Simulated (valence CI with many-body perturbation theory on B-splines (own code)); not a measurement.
# Yb54+: E2, M1, M2 decay

Computed by valence CI with perturbative core correlation (CI+MBPT): six valence electrons over a frozen Dirac-Fock core [Ne], a basis of 9 s, 9 p, 8 d, 6 f, 3 g, 1 h functions for each j, with the one-electron correlation potential Σ1, the two-electron term Σ2, the three-electron term Σ3, Breit, model QED; selected CI, second order for the rest, scaled by the run's own slope (own B-spline code, finite nucleus).

No measured spectrum was set against this ion. As an estimate, large intervals hold to a few tenths of a per cent, small ones and those within an open d or f shell to about a per cent. Among the levels kept, up to 980 cm⁻¹ of a level comes from second order outside the variational space, and about a tenth of that is noise between levels of different J, which matters for small intervals.

Lines 1 to 29 of 29 in falling wavelength, among levels below 573.84 eV, chosen from the decays that carry over 1 % of a level's rate. Wavelengths and rates use the calculated energies. Electric multipoles are in the length gauge with retardation, E1 and E2 with the static RPA response of the core. M1 uses the relativistic operator with retardation. Weak lines are less certain than strong ones. Lines between different terms over intervals too small for the method are left out, as are lines whose strength nearly cancels. The highest levels of a list are the least certain.

Levels are named by their leading jj configuration (3d3/2^4 stands for four electrons in 3d with j = 3/2), which in mixed levels can hold well under half, so a name can repeat and another be missing. Letters in brackets count levels of one name in rising energy.

| λ vac (Å) | Upper | Lower | Type | A (s⁻¹) | Branch % |
| --- | --- | --- | --- | --- | --- |
| 31820 | (3s^2 3p1/2^2 3p3/2 3d3/2) J=0 | (3s^2 3p1/2^2 3p3/2 3d3/2) J=1 | M1 | 1.13e+00 | 14.0 |
| 1543 | (3s^2 3p1/2^2 3p3/2 3d3/2) J=0 | (3s^2 3p1/2^2 3p3/2 3d3/2) J=2 | E2 | 1.36e-01 | 1.7 |
| 675.9 | (3s^2 3p1/2^2 3p3/2^2) J=0 | (3s^2 3p1/2^2 3p3/2^2) J=2 | E2 | 1.26e+01 | 100.0 |
| 215.7 | (3s^2 3p1/2^2 3p3/2 3d5/2) J=4 | (3s^2 3p1/2^2 3p3/2 3d3/2) J=3 | M1 | 1.18e+06 | 98.9 |
| 201.5 | (3s^2 3p1/2 3p3/2^2 3d5/2) J=5 | (3s^2 3p1/2 3p3/2^2 3d3/2) J=4 | M1 | 1.31e+06 | 4.0 |
| 186.5 | (3s^2 3p1/2 3p3/2^2 3d5/2) J=4 [b] | (3s^2 3p1/2 3p3/2^2 3d3/2) J=3 [a] | M1 | 8.36e+05 | 2.4 |
| 68.00 | (3s^2 3p1/2 3p3/2^2 3d3/2) J=4 | (3s^2 3p1/2^2 3p3/2 3d5/2) J=3 | M1 | 4.12e+05 | 1.4 |
| 54.76 | (3s^2 3p1/2^2 3p3/2 3d3/2) J=0 | (3s^2 3p1/2^2 3p3/2^2) J=2 | M2 | 6.83e+00 | 84.3 |
| 54.11 | (3s^2 3p1/2 3p3/2^2 3d5/2) J=4 [a] | (3s^2 3p1/2^2 3p3/2 3d5/2) J=3 | M1 | 4.51e+07 | 28.2 |
| 51.49 | (3s^2 3p1/2 3p3/2^2 3d5/2) J=4 [b] | (3s^2 3p1/2^2 3p3/2 3d5/2) J=3 | M1 | 1.30e+07 | 37.6 |
| 50.84 | (3s^2 3p1/2 3p3/2^2 3d5/2) J=5 | (3s^2 3p1/2^2 3p3/2 3d5/2) J=3 | E2 | 5.35e+05 | 1.6 |
| 50.24 | (3s^2 3p1/2 3p3/2^3) J=1 | (3s^2 3p1/2^2 3p3/2^2) J=0 | M1 | 5.04e+07 | 25.0 |
| 49.61 | (3s^2 3p1/2 3p3/2^2 3d3/2) J=0 | (3s^2 3p1/2^2 3p3/2 3d3/2) J=1 | M1 | 1.56e+08 | 1.5 |
| 49.03 | (3s^2 3p1/2 3p3/2^2 3d5/2) J=4 [a] | (3s^2 3p1/2^2 3p3/2 3d5/2) J=4 | M1 | 1.12e+08 | 70.2 |
| 48.37 | (3s^2 3p1/2 3p3/2^2 3d3/2) J=2 [a] | (3s^2 3p1/2^2 3p3/2 3d3/2) J=2 | M1 | 8.64e+07 | 1.1 |
| 47.83 | (3s^2 3p1/2 3p3/2^2 3d5/2) J=4 [b] | (3s^2 3p1/2^2 3p3/2 3d5/2) J=2 | E2 | 9.74e+05 | 2.8 |
| 47.05 | (3s^2 3p1/2 3p3/2^2 3d3/2) J=4 | (3s^2 3p1/2^2 3p3/2 3d3/2) J=3 | M1 | 2.68e+07 | 89.9 |
| 47.05 | (3s^2 3p1/2 3p3/2^2 3d3/2) J=4 | (3s^2 3p1/2^2 3p3/2 3d3/2) J=3 | E2 | 1.66e+06 | 5.6 |
| 46.87 | (3s^2 3p1/2 3p3/2^2 3d5/2) J=4 [b] | (3s^2 3p1/2^2 3p3/2 3d5/2) J=4 | M1 | 1.66e+07 | 48.0 |
| 46.87 | (3s^2 3p1/2 3p3/2^2 3d5/2) J=4 [b] | (3s^2 3p1/2^2 3p3/2 3d5/2) J=4 | E2 | 1.11e+06 | 3.2 |
| 46.76 | (3s^2 3p1/2 3p3/2^3) J=1 | (3s^2 3p1/2^2 3p3/2^2) J=2 | M1 | 1.48e+08 | 73.5 |
| 46.34 | (3s^2 3p1/2 3p3/2^2 3d5/2) J=5 | (3s^2 3p1/2^2 3p3/2 3d5/2) J=4 | M1 | 2.85e+07 | 87.9 |
| 46.34 | (3s^2 3p1/2 3p3/2^2 3d5/2) J=5 | (3s^2 3p1/2^2 3p3/2 3d5/2) J=4 | E2 | 1.59e+06 | 4.9 |
| 45.61 | (3s^2 3p1/2 3p3/2^2 3d3/2) J=4 | (3s^2 3p1/2^2 3p3/2 3d3/2) J=2 | E2 | 7.98e+05 | 2.7 |
| 45.58 | (3s^2 3p3/2^4) J=0 | (3s^2 3p1/2 3p3/2^3) J=2 | E2 | 8.38e+06 | 1.1 |
| 45.21 | (3s^2 3p1/2 3p3/2^3) J=2 | (3s^2 3p1/2^2 3p3/2^2) J=2 | M1 | 9.16e+07 | 87.4 |
| 45.21 | (3s^2 3p1/2 3p3/2^3) J=2 | (3s^2 3p1/2^2 3p3/2^2) J=2 | E2 | 2.86e+06 | 2.7 |
| 44.11 | (3s^2 3p3/2^4) J=0 | (3s^2 3p1/2 3p3/2^3) J=1 | M1 | 3.91e+08 | 49.6 |
| 43.63 | (3s^2 3p1/2^2 3p3/2 3d5/2) J=4 | (3s^2 3p1/2^2 3p3/2^2) J=2 | M2 | 1.34e+04 | 1.1 |
